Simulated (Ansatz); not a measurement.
Basis-set series for C10H5NO5W, SMILES `[O+]#[C][W-6]([C]#[O+])([C]#[O+])([C]#[O+])([C]#[O+])[n+]1ccccc1`. Charge 0, multiplicity 1. W: def2 effective core potential. The structure was optimised at the PBE0-D4/def2-TZVP level. It is one conformer, not always the lowest.

```csv
functional,basis,functions,energy (Eh),HOMO (eV),LUMO (eV)
PBE0-D4,def2-TZVPP,622,-881.62042,-6.03,-2.13
PBE0-D4,def2-QZVPP,1143,-881.66287,-6.06,-2.16
ωB97M-V,def2-TZVPP,622,-882.19745,-7.69,-0.08
ωB97M-V,def2-QZVPP,1143,-882.23655,-7.72,-0.14
```

Task: Give the rows for def2-SVP. (An estimate is asked.)

Result: Computed: 
| functional | basis | functions | energy (Eh) | HOMO (eV) | LUMO (eV) |
| --- | --- | --- | --- | --- | --- |
| PBE0-D4 | def2-SVP | 281 | -880.67464 | -5.98 | -2.03 |
| ωB97M-V | def2-SVP | 281 | -881.22454 | -7.59 | 0.09 |
